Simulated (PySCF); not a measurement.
C3H5BF2O. Atoms are numbered in the order given.

```xyz
12

C     -1.8116    -0.8893     0.0000
B     -0.2404    -0.9631     0.0000
O      0.4490    -2.1287     0.0000
C      0.6636     0.3212     0.0000
F      1.9944     0.1343     0.0000
C      0.2617     1.6001     0.0000
F     -1.0221     1.9365     0.0000
H     -2.2925    -1.8803     0.0000
H     -2.1753    -0.3294     0.8768
H     -2.1753    -0.3294    -0.8768
H     -0.1268    -2.8998     0.0000
H      0.9468     2.4536     0.0000
```
Charge 0, spin multiplicity 1.

Geometry: PBE0-D3(BJ)/def2-SVP. The structure was generated by enumeration; whether it is a known compound was not checked. The values are those of a single conformer.

Calculation: PBE0-D3(BJ)/def2-SVP run with PySCF.

No scaling factor is applied to the harmonic values.

### Question
Estimate the vibrational spectrum. (The exact figures need the calculation; the answer reports its results.)

### Answer

```tsv
mode	ν (cm⁻¹)	IR (km/mol)	Raman (Å⁴/amu)	depolarisation	moving atoms (share of kinetic energy)
1	62	0.0	0.0	–	O 32 %, F 30 %, C 25 %, H 13 %
2	110	0.3	0.1	0.75	H 98 %
3	165	2.6	0.4	0.46	F 52 %, C 28 %, H 12 %
4	269	2.5	0.2	0.35	F 44 %, O 37 %, B 10 %
5	279	10.8	3.6	0.75	C 41 %, H 35 %, B 16 %
6	321	3.0	1.1	0.66	C 28 %, H 27 %, F 21 %, O 20 %
7	341	1.3	0.6	0.75	C 44 %, F 39 %, B 9 %
8	468	18.7	1.3	0.54	C 36 %, F 28 %, H 16 %, O 10 %, B 10 %
9	535	27.3	0.6	0.75	H 50 %, C 25 %, B 19 %
10	606	7.6	3.4	0.60	F 63 %, C 31 %
11	646	57.2	3.5	0.75	H 76 %, C 14 %
12	665	1.3	6.4	0.07	C 50 %, H 19 %, O 14 %, F 11 %
13	843	3.2	5.5	0.20	H 58 %, C 23 %, O 13 %
14	886	35.3	4.4	0.75	H 66 %, C 31 %
15	891	36.1	0.4	0.75	H 43 %, B 32 %, C 22 %
16	959	137.4	3.2	0.74	H 65 %, B 15 %, C 10 %, O 8 %
17	1167	92.4	1.5	0.56	H 36 %, C 26 %, B 22 %, F 11 %
18	1227	253.0	0.8	0.62	C 47 %, F 37 %, H 15 %
19	1269	14.6	8.3	0.74	H 59 %, C 25 %, F 9 %
20	1309	22.6	3.2	0.46	H 69 %, C 22 %
21	1392	191.1	4.5	0.70	H 44 %, B 34 %, O 13 %, C 9 %
22	1416	76.6	9.5	0.55	C 41 %, H 36 %, B 20 %
23	1426	6.1	14.5	0.75	H 96 %
24	1471	124.9	5.2	0.13	H 40 %, B 38 %, C 11 %, O 9 %
25	1747	64.5	72.4	0.23	C 93 %
26	3052	4.1	131.2	0.01	H 97 %
27	3146	1.2	53.4	0.75	H 91 %, C 9 %
28	3151	17.2	72.2	0.75	H 91 %, C 9 %
29	3225	5.4	106.8	0.29	H 91 %, C 9 %
30	3907	90.0	107.3	0.27	H 94 %
```
